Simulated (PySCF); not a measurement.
# Unknown compound

Molecular formula: C₄H₈FNSi₂. Simulated spectra:

¹H NMR (400 MHz, computed): δ 11.74 (br s, 1H), 7.77 (d, 1H), 5.27 (m, 1H), 5.20 (m, 1H), 4.00 (d, 3H), 3.05 (m, 1H).

¹³C{¹H} NMR (computed): δ 167.1 (CH), 113.2 (C), 92.8 (C), 29.4 (CH).

Rapidly exchanging positions averaged, no relativistic terms, single conformer, no solvent. PBE0/pcSseg-1 with gauge-including orbitals; geometry from GFN2-xTB; PySCF.

Shifts are taken against calculated references (same method and geometry level): ¹H (31.72 ppm), ¹³C (186.93 ppm) vs TMS.

Q: Propose a structure and justify it.

A: 
The formula gives 3 degrees of unsaturation (no ring in the answer). 4 carbon signals for 4 carbons: no two carbons are equivalent. Carbon types of the structure: 2 × C, 2 × CH, leaving 6 H on heteroatoms. δC 167.1: C=N carbon. δC 113.2, 92.8: alkyne carbon. δC 29.4: propargylic sp3 CH bonded to Si. δH 11.74: hydrogen on an imine nitrogen; exchangeable, gas-phase position. δH 7.77: hydrogen on a C=N carbon. δH 5.27, 5.20: hydrogen on a silicon bonded to C, F. δH 4.00: hydrogen on a silicon bonded to C.

Structure: SMILES [H]/N=C\[C@H]([SiH3])C#C[SiH2]F.

This is the structure that produced the data.

OH and NH positions are those of a molecule without intermolecular hydrogen bonds; in solution they move with solvent, concentration and temperature, and exchange usually removes their couplings. Splittings by ¹⁹F in the carbon and heteronuclear signals aren't shown, as no couplings were computed. Shifts are as computed. Against solution values, carbons near 30 ppm lie about +3 ppm off and those near 130 ppm about +5 ppm. Of 1211 compounds with measured shifts, 218 miss one by over three times the rms of a fit or turn the order of signals round; such compounds aren't used in these exercises. Multiplicities follow the n + 1 count of equivalent neighbours, as no J values were calculated; m marks all less simple cases, F and P coupling included.
